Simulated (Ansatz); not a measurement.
Coupled-cluster diagnostics for (AgH)4 ring (Ag4H4), Ansatz.

Geometry of the singlet (PBE0-D4/def2-SVP):

Cartesian coordinates in Å:
```
Ag -1.7265 -0.8347 -0.2591
H -1.1506 -2.0407 0.9300
Ag 0.4773 -1.3812 1.2687
H 2.0300 -0.5034 1.4068
Ag 1.7265 0.8346 0.2591
H 1.1504 2.0410 -0.9296
Ag -0.4773 1.3812 -1.2686
H -2.0298 0.5031 -1.4073
```

In the def2 sets Ag takes a core potential; there is no spin–orbit coupling. Correlated methods freeze no core orbitals; core or outer-core shells of Ag are correlated, in sets that lack core-valence functions.

Q: Estimate the CCSD(T) correlation energy, the shares of MP2 and (T), T1 and the reference's ⟨S²⟩ for: charge 0, singlet, own geometry in def2-SVP; and the rough time on 4 threads of Intel Xeon Platinum 8375C on a shared host.

A: 
```
                          state     basis  correlation (eV)  MP2 share (%)  (T) share (%)     T1  ⟨S²⟩ (pure)  wall time
charge 0, singlet, own geometry  def2-SVP           -40.534          100.7            3.2  0.017  0.00 (0.00)       87 s
```
Customary marks for T1 are 0.02 (closed shells), 0.045 (open shells) and about 0.05 (3d metals). T1 stays under 0.02 throughout.
